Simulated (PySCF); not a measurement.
# Dipole response of Tc²⁺ (technetium, charge +2)

[Kr] 4d5, high-spin 6S determinant. Calculation: PySCF 2.14, in ANO-RCC-VTZP (7s6p4d2f1g, 68 functions); the spin-free X2C one-electron Hamiltonian (Gaussian nucleus). Coupled (time-dependent) response in atomic units; α is the mean over directions. The basis has no added diffuse functions, which lowers α and C₆.

```json
{"method": "UHF", "mean α (bohr³)": "7.789", "C₆ (like pair)": "41.91", "S(−4)": "17.80"}
{"method": "PBE", "mean α (bohr³)": "8.736", "C₆ (like pair)": "47.23", "S(−4)": "27.21"}
{"method": "PBE0", "mean α (bohr³)": "8.355", "C₆ (like pair)": "45.10", "S(−4)": "23.05"}
```

S(−4) is the Cauchy moment in α(ω) = α(0) + S(−4) ω² + …

α(iu) at UHF:

| u (hartree) | α(iu) (bohr³) |
| --- | --- |
| 0 | 7.789 |
| 0.0500 | 7.745 |
| 0.100 | 7.618 |
| 0.200 | 7.182 |
| 0.300 | 6.629 |
| 0.500 | 5.549 |
| 0.750 | 4.470 |
| 1.00 | 3.642 |
| 1.50 | 2.487 |
| 2.00 | 1.765 |
| 3.00 | 0.9913 |
| 5.00 | 0.4285 |

A single London oscillator, α(iu) = α/(1 + u²/ω²), gives C₆ = (3/4) ω α². Matching the computed C₆ needs ω = 4 × 41.91 / (3 × 7.789²) = 0.921 hartree.

For an ion, C₆ is the dispersion term alone; charge-induced terms of lower order in 1/R come first.
